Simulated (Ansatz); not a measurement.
Wavefunction ladder for `[Br+]1[InH2-][Br+][InH2-]1`

Z-matrix (Å, degrees):
```
In
Br 1 2.704
Br 1 2.704 2 90.1
H 1 1.700 2 104.2 3 104.7
H 1 1.701 2 104.0 3 -104.4
In 2 2.704 1 89.7 3 5.2
H 6 1.700 2 104.2 1 -109.9
H 6 1.701 2 104.0 1 99.3
```

Total charge 0; spin multiplicity 1. Correlated methods include outer-core shells of Br, In, which these sets cover unevenly. Scalar relativity is left out up to krypton. In takes the def2 core potential. The geometry is a stationary point of PBE0-D4/def2-TZVP. Frozen core, restricted reference, Ansatz.

```tsv
basis	HF (Eh)	MP2 corr.	CCSD corr.	(T)	CCSD(T) total
def2-SVP	-5525.05042	?	-0.68858	?	?
def2-TZVPP	-5525.69706	-1.14620	-1.16196	?	?
def2-QZVPP	?	-2.16381	–	–	–
```

Q: Fill in the withheld values. (Estimate.)

A: Ansatz gave: def2-SVP MP2 corr.: -0.65564; def2-SVP (T): -0.01659; def2-SVP CCSD(T) total: -5525.75559; def2-TZVPP (T): -0.03643; def2-TZVPP CCSD(T) total: -5526.89545; def2-QZVPP HF (Eh): -5525.79877.
